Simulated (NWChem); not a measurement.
The numbers come from NWChem runs, not from measurements. System: hydrogen telluride (H2Te), charge 0, spin multiplicity 1, at a geometry optimised with PBE0/def2-SVP with def2 effective core potentials on Te. Level: MP2/def2-SVP with def2 effective core potentials on Te, 4 core orbitals frozen.

Job file:

```
start mol
memory heap 200 mb stack 800 mb global 1000 mb
geometry units angstroms nocenter noautoz
  Te     0.000000     0.000000    -0.043462
  H     -1.178841     0.000000     1.130018
  H      1.178841     0.000000     1.130018
  symmetry group C2v
end
basis spherical
  * library def2-svp
end
ecp
  Te library def2-ecp
end
scf
  rhf
  nopen 0
  maxiter 100
  thresh 1e-7
  semidirect memsize 60000000 filesize 0
end
mp2
  freeze core 4
end
task mp2 energy
```

Output (cleaned and shortened):

```
             Northwest Computational Chemistry Package (NWChem) 7.3.0
             --------------------------------------------------------

                                NWChem Input Module
                                -------------------

 Scaling coordinates for geometry "geometry" by  1.889725989
 (inverse scale =  0.529177249)

 Turning off AUTOSYM since
 SYMMETRY directive was detected!

                             Geometry "geometry" -> ""
                             -------------------------

 Output coordinates in angstroms (scale by  1.889725989 to convert to a.u.)

  No.       Tag          Charge          X              Y              Z
 ---- ---------------- ---------- -------------- -------------- --------------
    1 Te                  52.0000     0.00000000     0.00000000    -0.04346200
    2 H                    1.0000    -1.17884100     0.00000000     1.13001800
    3 H                    1.0000     1.17884100     0.00000000     1.13001800

 Effective nuclear repulsion energy (a.u.)      33.3110211883

            Nuclear Dipole moment (a.u.)
            ----------------------------
        X                 Y               Z
 ---------------- ---------------- ----------------
     0.0000000000     0.0000000000     0.0000226767

      Symmetry information
      --------------------

 Group name             C2v
 Group number             16
 Group order               4
 No. of unique centers     2

      Symmetry unique atoms

     1    2


 Summary of "ao basis" -> "" (spherical)
 ------------------------------------------------------------------------------
       Tag                 Description            Shells   Functions and Types
 ---------------- ------------------------------  ------  ---------------------
 *                          def2-svp                  on all atoms

 Summary of "ao basis" -> "ao basis" (spherical)
 ------------------------------------------------------------------------------
       Tag                 Description            Shells   Functions and Types
 ---------------- ------------------------------  ------  ---------------------
[...]
     1   1 0 0     -0.000000      0.000000      0.000000
     1   0 1 0     -0.000000      0.000000      0.000000
     1   0 0 1      0.119542      0.000000      2.299698

     2   2 0 0    -19.266419      0.000000      9.925174
     2   1 1 0     -0.000000      0.000000      0.000000
     2   1 0 1      0.000000      0.000000      0.000000
     2   0 2 0    -23.431588      0.000000      0.000000
     2   0 1 1     -0.000000      0.000000      0.000000
     2   0 0 2    -20.335138      0.000000      9.281968

                   NWChem MP2 Semi-direct Energy/Gradient Module
                   ---------------------------------------------

  Basis functions       =     36
  Molecular orbitals    =     36
  Frozen core           =      4
  Frozen virtuals       =      0
  Active alpha occupied =      9
  Active beta occupied  =      9
  Active alpha virtual  =     23
  Active beta virtual   =     23
  Use MO symmetry       = T
  Use skeleton AO sym   = T

  AO/Fock/Back tols     =   1.0D-09  1.0D-09  1.0D-09

 GA uses MA = F    GA memory limited = T

 Available:
  local mem=  1.15D+08
 global mem=  1.31D+08
 local disk=  0.00D+00
  mp2_memr nvloc                    23
  nvloc new                    23
   1 passes of   9:        2097152                       7922                    471002.
   1 passes of   9: M    114681514           G      131069408           F     112584362.

 Semi-direct pass number   1 of   1  for RHF alpha+beta  at        0.3s
  vrange nnbf                   666
  mp2_eaftype                    10  avail_ma_in_mb                   999
 EAF : mp2_eaftype filesize          10     235501.
  mp2_eaf for mointskh                     10
Node 0 wrote      1.1 Mb in      0.0 s     Agg I/O rate:   461.2 Mb/s
 Done moints_semi at        0.8s
  mp2_eaftype                    10  avail_ma_in_mb                   989
 EAF : mp2_eaftype filesize          10     235501.
  mp2_eaf for kh                    10
 Done maket at        0.8s
 Done multipass loop at        0.8s

          -------------------------------------------
          SCF energy                -268.140111155767
          Correlation energy          -0.131165439698
          Singlet pairs               -0.086081262491
          Triplet pairs               -0.045084177207
          Total MP2 energy          -268.271276595466
          -------------------------------------------

          ---------------------------------------------------
                    Spin Component Scaled (SCS) MP2
          Same spin pairs                     -0.030056118138
          Same spin scaling factor             0.333333333333
          Opposite spin pairs                 -0.101109321560
          Opposite spin scaling fact.          1.200000000000
          SCS-MP2 correlation energy          -0.131349891918
          Total SCS-MP2 energy              -268.271461047685
          ---------------------------------------------------

 -----------------------
 Performance information
 -----------------------

 Timer overhead =  3.43D-07 seconds/call

               Nr. of calls         CPU time (s)                 Wall time (s)                GFlops
             ---------------    -------------------     ------------------------------   -------------------
Name         Min   Avg   Max    Min     Avg     Max     Min     Avg     Max   Mx/calls   Min     Max     Sum
mp2: moin     1     1     1   0.52    0.52    0.52     0.52    0.52    0.52    0.52      0.0     0.0     0.0
mp2: make     1     1     1   3.37E-2 3.37E-2 3.37E-2  3.37E-2 3.37E-2 3.37E-2 3.37E-2   0.0     0.0     0.0
mp2: tota     1     1     1   0.57    0.57    0.57     0.57    0.57    0.57    0.57      0.0     0.0     0.0

 The average no. of pstat calls per process was 3.00D+00
 with a timing overhead of 1.03D-06s

 Task  times  cpu:        0.8s     wall:        0.8s

 Total times  cpu:        0.9s     wall:        0.9s
```
